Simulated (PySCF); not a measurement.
**Relaxation of singlet IO2I**

Method: PySCF, PBE0, basis I def2-SVP with ECP28, O def2-SVP (scalar-relativistic core potentials, no spin–orbit coupling, density fitting). A (50,194) grid was used.

A hand-made T-shaped (ligand arrangement 2) start, of Cs symmetry, held to at least that symmetry:

```xyz
4
charge 0 multiplicity 1, angstrom
I    -1.0764    0.0000   -0.1489
O    -1.0764    0.0000    1.7111
O    -2.9353    0.0000   -0.0840
I     1.5820    0.0000   -0.0561
```

Question: What forces act on the atoms at the start (eV/Å)?

Answer: 
```csv
atom,Fx,Fy,Fz
I1,-3.29,0.00,2.18
O2,0.86,0.00,-0.86
O3,0.01,0.00,-1.19
I4,2.42,0.00,-0.14
```

Question: What does it relax to?

Answer: It ends at Cs with I–I 3.009 Å, I–O 1.809 Å, I–O 1.827 Å; I–I–O 93.7°, I–I–O 161.0°, O–I–O 105.3° (after a last refinement on a finer grid). A frequency run shows 1 imaginary mode, down to 232i cm⁻¹, so it is a saddle point. Other isomers or separated fragments may lie lower.

Question: How much energy is released, and in how many steps?

Answer: 63.2 kJ/mol in 9 steps.

The relaxation took roughly 3 core-minutes on a shared host.
